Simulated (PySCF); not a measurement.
# Ionisation energy of Sr by level of theory

Sr [Kr] 5s2 (1S) → Sr⁺ [Kr] 5s1 (2S), as a difference of total energies. Computed with PySCF 2.14 in aug-cc-pVTZ-X2C, with the spin-free X2C one-electron Hamiltonian (Gaussian nucleus). Correlated levels: valence: [Kr] frozen. The calculations carry no spin-orbit coupling.

```csv
method,ionisation energy (eV),error (eV)
UHF,4.746,-0.949
LDA,5.861,+0.166
PBE,5.695,0.000
PBE0,5.611,-0.084
r2SCAN,5.423,-0.272
revPBE,5.624,-0.071
r2SCAN0,5.451,-0.244
r2SCANh,5.434,-0.261
BP86,5.820,+0.125
MP2 (valence),5.249,-0.446
SCS-MP2 (valence),5.350,-0.345
```

Reference: 5.695 eV (measured; NIST Atomic Spectra Database, ionization energies).

Errors of the correlated levels include the incompleteness of this basis and the frozen core.

MP2 underrates the near-degeneracy of ns² with np² in the lower species.
